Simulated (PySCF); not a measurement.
**Mayer bond orders and bond lengths**

C4H11NSi.
Numbering: `[CH2:1]=[N:2][Si@H:3]([CH3:4])[CH2:5][CH3:6]` (hydrogens: H7, H8 on C1; H9 on Si3; H10, H11, H12 on C4; H13, H14 on C5; H15, H16, H17 on C6)

Structure used (GFN2-xTB), in Å, numbered top down from 1:
```
atom  x, y, z in Å
C1     2.5774   -0.2826    0.1547
N2     1.4926    0.2840    0.3921
Si3   -0.0535    0.3426   -0.3723
C4    -0.3708    2.1905   -0.6571
C5    -1.2443   -0.3621    0.9363
C6    -0.9598   -1.8162    1.2899
H7     3.4103   -0.1494    0.8423
H8     2.7750   -0.9207   -0.7117
H9    -0.2123   -0.3999   -1.6385
H10   -1.3938    2.3619   -0.9747
H11    0.2856    2.5891   -1.4231
H12   -0.2033    2.7611    0.2503
H13   -2.2695   -0.2786    0.5736
H14   -1.1847    0.2413    1.8426
H15   -1.6594   -2.1800    2.0414
H16   -1.0452   -2.4498    0.4096
H17    0.0487   -1.9192    1.6843
```

Bond orders from the PBE0/pcSseg-1 density (PySCF). One conformer (not necessarily the lowest) at the GFN2-xTB geometry, without solvent, vibrations or thermal averaging.

(1) How far do the computed orders between heavy atoms stray from the drawn ones?

(2) Give the Mayer order of every bond between heavy atoms, beside its length.

Results:

(1) The largest departure is 0.091, at Si3–C5 (drawn single, 0.909).

(2) 
```tsv
bond	drawn as	length (Å)	Mayer order
C1–N2	double	1.247	1.967
N2–Si3	single	1.726	0.959
Si3–C4	single	1.896	0.955
Si3–C5	single	1.904	0.909
C5–C6	single	1.523	1.056
```

Bonds between the same two heavy elements. C–Si: lowest Si3–C5 (0.909, 1.904 Å), highest Si3–C4 (0.955, 1.896 Å).

Q: And the bonds to hydrogen?

A: C–H: 0.93 to 0.97 (10 bonds); H–Si: 0.89 (1 bond).

Q: Sum the orders of all bonds at each heavy atom with more than one neighbour and set the sums beside the valence in the SMILES.

A: C1 3.832 (drawn 4), N2 2.926 (drawn 3), Si3 3.715 (drawn 4), C4 3.828 (drawn 4), C5 3.855 (drawn 4), C6 3.958 (drawn 4). Orders between atoms that aren't bonded are not in these sums.

Mayer orders depend on the basis set.

These values come from a run that also computed NMR shieldings. Cost: about 60 s of CPU time on one thread; the machine was shared, so the figure is rough.
